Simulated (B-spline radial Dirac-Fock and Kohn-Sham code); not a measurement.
Photoelectron lines of Pd⁴⁺ at 249 eV

System: the Pd⁴⁺ ion, configuration 1s2 2s2 2p6 3s2 3p6 3d10 4s2 4p6 4d6.

The run's input, task.json:

```json
{"items": [{
  "Z": 46,
  "q": 4,
  "cfg": [[1, 0, 2], [2, 0, 2], [2, 1, 6], [3, 0, 2], [3, 1, 6], [3, 2, 10], [4, 0, 2], [4, 1, 6], [4, 2, 6]],
  "A": 106,
  "rrms": 4.5318,
  "do": ["binding", "quiet", "photo", "scan"],
  "hv": [36.5, 50.2, 80, 90.7, 95.1, 249.0, 263.0, 300, 800, 1486.9, 2984.4, 4000, 8047.8, 18200.0, 30000, 78400.0]
}]}
```

Command: `python xray_run.py task.json out`

The computed values come from a radial B-spline solver: independent-particle photoionisation in a Dirac-Hartree-Slater potential with a Latter tail, all multipoles, thresholds from Dirac-Fock ΔSCF. The asymmetry parameter β is from the dipole term alone. Kinetic energies are from the vacuum level. Open shells are spread statistically over j, without multiplet splitting.

The last column is dσ/dΩ = σ/(4π) · [1 − (β/2) P₂(cos θ)] at θ = 90° from the beam of unpolarised light.

| subshell | electrons | binding (eV) | kinetic (eV) | σ (kb) | β | dσ/dΩ (kb/sr) |
| --- | --- | --- | --- | --- | --- | --- |
| 4s | 2 | 160.7 | 88.27 | 136 | 1.98 | 16.2 |
| 4p1/2 | 2 | 123.6 | 125.4 | 105 | 0.92 | 10.3 |
| 4p3/2 | 4 | 118.9 | 130.1 | 248 | 0.95 | 24.4 |
| 4d3/2 | 2.4 | 64.39 | 184.6 | 182 | 0.69 | 17.0 |
| 4d5/2 | 3.6 | 63.76 | 185.2 | ? | ? | ? |

Question: What are σ and β for 4d5/2?

Answer: σ = 277 kb, the largest of all subshells and 29 % of the total, and β = 0.75, which gives dσ/dΩ = 26.2 kb/sr.
